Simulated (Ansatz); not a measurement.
Ansatz (an electronic-structure program) input for Br₂Cu, SMILES [Cu-]([Br])[Br], charge -1, multiplicity 1, PBE-D3(BJ)/def2-SVPD. 

Ansatz 0.2 input:
```yaml
crystal:
  periodic: [false, false, false]
  atoms:
    - {symbol: Cu, position_ang: [0.00000000, 0.00000000, 0.00000000]}
    - {symbol: Br, position_ang: [0.00000000, 0.00000000, -2.28321160]}
    - {symbol: Br, position_ang: [0.00000000, 0.00000000, 2.28321160]}
basis:
  gaussian:
    orbitals: def2-SVPD
hamiltonian:
  xc: pbe
  dispersion: d3bj
total_charge: -1
relax: {f_tol: 0.002, max_steps: 200}
```

Output:

```
WARN ansatz: RAYON_NUM_THREADS=2 ignored (pool sized by the plan → 2); use --threads N
Functional definition: PBE
integrals: 0.07 GiB planned
1278 factors; their error is unknown
mean field: 0.36 GiB planned
mean field evaluation 1: about -184646.3312 eV, gradient 1.8e2 eV
mean field evaluation 2: about -184552.5314 eV, gradient 2.2e2 eV
mean field evaluation 4: about -184686.1453 eV, gradient 4.2e1 eV
mean field evaluation 8: about -184688.8352 eV, gradient 3.1e-1 eV
mean field evaluation 16: about -184688.7765 eV, gradient 7.6e-5 eV
mean field -184688.77654955 eV, -6787.1873516470 hartree, gradient 2.7e-5 eV, S^2 0.000000; 0 other end points of the search recorded, 0 dependent functions left out
the calculation of the forces begins
reference -184688.77658720 eV, -6787.1873530306 hartree; 50, 50 occupied and 66, 66 virtual orbitals, 1278 factors
relax step   1: F+E_penalty+E_count = -184688.84877149 eV  Δ(F+E_penalty+E_count) = +0.000e0 eV  max|allowed force component| = 2.859e-2 eV/Å  Δτ_max = 0.0000 Å  (29 SCF iters, accepted)
these checks for a lower state are left out or cut short: starts, cluster_reference, orbital_swaps, neighbouring_geometries, increment
integrals: 0.07 GiB planned
1278 factors; their error is unknown
mean field: 0.36 GiB planned
mean field -184688.77657333 eV, -6787.1873525207 hartree, gradient 1.3e-5 eV, S^2 0.000000; 0 other end points of the search recorded, 0 dependent functions left out
the calculation of the forces begins
reference -184688.77661097 eV, -6787.1873539041 hartree; 50, 50 occupied and 66, 66 virtual orbitals, 1278 factors
relax step   2: F+E_penalty+E_count = -184688.84884934 eV  Δ(F+E_penalty+E_count) = -7.785e-5 eV  max|allowed force component| = 9.699e-3 eV/Å  Δτ_max = 0.0020 Å  (31 SCF iters, accepted)
these checks for a lower state are left out or cut short: starts, cluster_reference, orbital_swaps, neighbouring_geometries, increment
integrals: 0.07 GiB planned
1278 factors; their error is unknown
mean field: 0.36 GiB planned
mean field -184688.77655566 eV, -6787.1873518714 hartree, gradient 4.0e-5 eV, S^2 0.000000; 0 other end points of the search recorded, 0 dependent functions left out
the calculation of the forces begins
reference -184688.77659330 eV, -6787.1873532546 hartree; 50, 50 occupied and 66, 66 virtual orbitals, 1278 factors
relax step   3: F+E_penalty+E_count = -184688.84885939 eV  Δ(F+E_penalty+E_count) = -1.005e-5 eV  max|allowed force component| = 3.998e-5 eV/Å  Δτ_max = 0.0010 Å  (20 SCF iters, accepted)
integrals: 0.07 GiB planned
1278 factors; their error is unknown
mean field: 0.36 GiB planned
mean field evaluation 32: about -184688.8357 eV, gradient 1.4e-1 eV
mean field -184688.77655566 eV, -6787.1873518714 hartree, gradient 4.0e-5 eV, S^2 0.000000; 1 other end points of the search recorded, 0 dependent functions left out
the calculation of the forces begins
reference -184688.77659330 eV, -6787.1873532546 hartree; 50, 50 occupied and 66, 66 virtual orbitals, 1278 factors
Total energy: -184688.84889703 eV, -6787.1900103677 hartree
Atom 0 at    -0.000000     0.000000    -0.000000 Å, force     0.000000     0.000000    -0.000000 eV/Å
Atom 1 at     0.000000    -0.000000    -2.280140 Å, force    -0.000000    -0.000000    -0.000040 eV/Å
Atom 2 at     0.000000    -0.000000     2.280140 Å, force    -0.000000    -0.000000     0.000040 eV/Å
Dipole moment:    -0.000000    -0.000000    -0.000000 e Å
```

The run converged.

Cost: roughly 14 core-seconds.
